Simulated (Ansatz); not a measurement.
`C[CH2][SbH][SiH3]` → `C[CH2][SbH2]` + `[SiH2]`  (silylene loss)

Program: Ansatz. Geometries: PBE0-D4/def2-TZVP. ΔE: electronic, gas phase. CCSD(T)/CBS adds triple-zeta CCSD(T) − MP2 to the extrapolated MP2 energy (def2 sets, frozen cores). This one scheme is used for every species. Functionals use def2-TZVPP. Elements past krypton have def2 core potentials. For Sb outer-core shells are correlated without core-valence functions, which leaves a few kJ/mol of doubt a bond. One conformer a species, not always the lowest.

`C[CH2][SbH][SiH3]`:

Cartesian coordinates in Å:
```
C 0.961 -1.920 -0.872
C 0.742 -0.486 -0.425
Sb -0.626 -0.362 1.269
Si -0.989 2.171 1.029
H 1.672 -1.969 -1.703
H 0.030 -2.381 -1.211
H 1.359 -2.539 -0.063
H 1.676 -0.028 -0.091
H 0.342 0.129 -1.232
H -2.015 -0.671 0.317
H -2.188 2.597 1.800
H -1.162 2.572 -0.394
H 0.197 2.887 1.575
```

`C[CH2][SbH2]`:

Cartesian coordinates in Å:
```
C -0.840 -0.205 0.713
C -0.365 -0.190 -0.727
Sb 1.686 0.453 -1.020
H -1.880 -0.539 0.784
H -0.778 0.789 1.163
H -0.233 -0.877 1.325
H -0.975 0.478 -1.342
H -0.432 -1.182 -1.181
H 2.287 -0.521 0.254
H 1.530 1.794 0.032
```

`[SiH2]`:

```xyz
3

Si   -0.526   -0.479    0.004
H     0.966   -0.535   -0.306
H    -0.440    1.014    0.302
```

| level | ΔE (kJ/mol) | difference from CCSD(T)/CBS |
| --- | --- | --- |
| LDA (SPW92) | 299.2 | 27.9 |
| PBE0-D4 | 285.3 | 14.0 |
| BHLYP-D4 | 273.0 | 1.7 |
| CAM-B3LYP-D4 | 266.5 | -4.8 |
| ωB97X-V | 275.6 | 4.3 |
| r2SCAN | 287.5 | 16.2 |
| PBE0 | 277.6 | 6.3 |
| r2SCANh | 288.0 | 16.7 |
| HF/def2-SVP | 241.1 | -30.2 |
| CCSD(T)/def2-SVP | 250.1 | -21.2 |
| MP2/def2-TZVPP | 282.8 | 11.5 |
| SCS-MP2/def2-TZVPP | 267.3 | -4.0 |
| MP2/def2-QZVPP | 289.8 | 18.5 |
| HF/CBS(def2) | 242.7 | -28.6 |
| MP2/CBS(def2) | 294.7 | 23.4 |
| CCSD/CBS(def2) | 265.6 | -5.7 |
| CCSD(T)/CBS | 271.3 | 0 |

What do rigid-rotor, harmonic-oscillator terms from PBE0-D4/def2-TZVP frequencies (298.15 K, 1 bar) make of the CCSD(T)/CBS value? (Estimate.)

Ansatz gave: ΔZPE = -16.8 kJ/mol, ΔH = +257.5 kJ/mol, ΔS = 141 J/(mol·K), ΔG = +215.4 kJ/mol. Modes under 50 cm⁻¹ make the entropy rough.

Largest T1 diagnostic among the species: 0.014.

The D4 term adds +13.9 kJ/mol with B3LYP and +7.7 kJ/mol with PBE0; it sums over pairs of atoms, weighted by their polarisabilities, and B3LYP, whose exchange is more repulsive, gets the larger term. In def2-TZVPP, CCSD(T) changes the Hartree–Fock value by +17.2 kJ/mol (the triples alone add +5.7 kJ/mol) and MP2 by +40.6 kJ/mol.

B3LYP here is the variant with VWN-RPA as its local correlation; programs differ in this.
